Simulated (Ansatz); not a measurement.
Coupled-cluster run, ClGaHS, SMILES `[SH][Ga][Cl]` radical.

```yaml
crystal:
  periodic: [false, false, false]
  atoms:
    - {symbol: S, position_ang: [-1.045384, 0.685375, -0.952942]}
    - {symbol: Ga, position_ang: [0.031153, -1.171018, -0.334754]}
    - {symbol: Cl, position_ang: [1.459883, -0.975020, 1.287042]}
    - {symbol: H, position_ang: [-0.390052, 1.400362, -0.019547]}
basis:
  gaussian: {orbitals: def2-SVP}
magnetization: {spin_polarized: true, initial_magnetization: 1}
correlation: {method: ccsd_t}
scf: {omitted_lower_state_checks: [cluster_reference]}
```

```sh
$ ansatz run in.yaml --threads 2 --pin off --events-out ev --progress --plain
```

The program prints (abridged):

```
Functional definition: HF
691 factors; integrals over basis functions are off by at most 6.0e-4 eV
mean field evaluation 1: about -75657.6296 eV, gradient 1.2e1 eV
mean field evaluation 2: about -75657.6453 eV, gradient 1.2e1 eV
mean field evaluation 4: about -75659.0508 eV, gradient 2.1e0 eV
mean field evaluation 8: about -75659.1357 eV, gradient 1.7e-1 eV
mean field -75659.13680697 eV, -2780.4219940514 hartree, gradient 2.1e-6 eV, S^2 0.757341; 0 other end points of the search recorded, 0 dependent functions left out
19 core orbitals not correlated: weight in the atoms' cores, before any rotation towards them, 1.000 or more for the frozen orbitals, at most 0.000 for the correlated occupied ones
reference -75659.13680697 eV, -2780.4219940514 hartree; 14, 13 occupied and 40, 41 virtual orbitals, 691 factors
second order -12.24738619 eV of doubles, -0.00000000 eV of singles
cycle   1  -12.33427613 eV  change   -8.7e-2 eV  update   9.1e-2
cycle   2  -12.71602305 eV  change   -3.8e-1 eV  update   3.0e-2
cycle   3  -12.78535521 eV  change   -6.9e-2 eV  update   1.6e-2
cycle   4  -12.78092557 eV  change    4.4e-3 eV  update   5.1e-3
cycle   5  -12.77982430 eV  change    1.1e-3 eV  update   2.1e-3
cycle   6  -12.77989076 eV  change   -6.6e-5 eV  update   9.5e-4
cycle   7  -12.78007232 eV  change   -1.8e-4 eV  update   3.8e-4
cycle   8  -12.78029639 eV  change   -2.2e-4 eV  update   1.6e-4
cycle   9  -12.78025544 eV  change    4.1e-5 eV  update   6.5e-5
cycle  10  -12.78024440 eV  change    1.1e-5 eV  update   2.2e-5
perturbative correction -0.39634493 eV, -0.0145654075 hartree
Total energy: -75672.31339630 eV, -2780.9062247777 hartree
Checks for a lower state left out: cluster_reference
```

It took 5.5 s on 2 threads of a server CPU on a shared host, with 0.3 GiB of host memory at the peak.

MP2 recovers 92.9 % of the CCSD(T) correlation energy and the triples give 3.0 %; T1 = 0.0143.
